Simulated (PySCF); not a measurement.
**Computed properties of SiCl2FI, SMILES F[Si](Cl)(Cl)I**

SiCl2FI, SMILES F[Si](Cl)(Cl)I. Geometry: PBE0-D3(BJ)/def2-SVP. This is a generated structure with no PubChem entry under its InChIKey; it may be hypothetical. The def2 effective core potentials stand for the cores of I; spin–orbit coupling is left out. Other conformers were not sampled. All values are computed for the isolated molecule unless a solvent is named; none is compared with measurement here.

**Structure.** The optimised structure has Cs symmetry. All 9 harmonic modes at PBE0-D3(BJ)/def2-SVP (PySCF) are real, so it is a minimum. With heavy atoms numbered as in [F:1][Si:2]([Cl:3])([Cl:4])[I:5], the shortest bond between them is F1–Si2 at 1.607 Å and the longest Si2–I5 at 2.406 Å.

**Vibrations.** The strongest infrared lines (harmonic, unscaled, degenerate partners summed) lie at 571 cm⁻¹ (236 km/mol, Si 64 %, Cl 32 %), 643 cm⁻¹ (196 km/mol, Si 67 %, Cl 32 %), 935 cm⁻¹ (129 km/mol, F 55 %, Si 44 %). The softest mode is at 121 cm⁻¹ and the zero-point energy is 4.9 kcal/mol.

**Electronic structure.** r2SCAN/def2-TZVP (PySCF) places the frontier levels at -7.50 and -1.97 eV, a gap of 5.53 eV, and gives a dipole moment of 0.91 D and a mean polarisability of 75.3 bohr³. PBE/def2-TZVP (PySCF) at the same geometry gives -7.17 and -2.26 eV, so its gap is 0.62 eV narrower. An orbital gap is neither the optical nor the fundamental gap.

**Excitations.** TDDFT-M06-2X/def2-SVPD (PySCF) has S1 at 5.54 eV (224 nm, f = 0.008, weak); the most intense of the 10 singlets computed lies at 7.83 eV (f = 0.08). T1 (TDA) is at 5.14 eV. TDDFT-PBE/def2-SVPD (PySCF) puts S1 at 4.97 eV. No vertical singlet excitation falls in the visible range (under 3.1 eV).
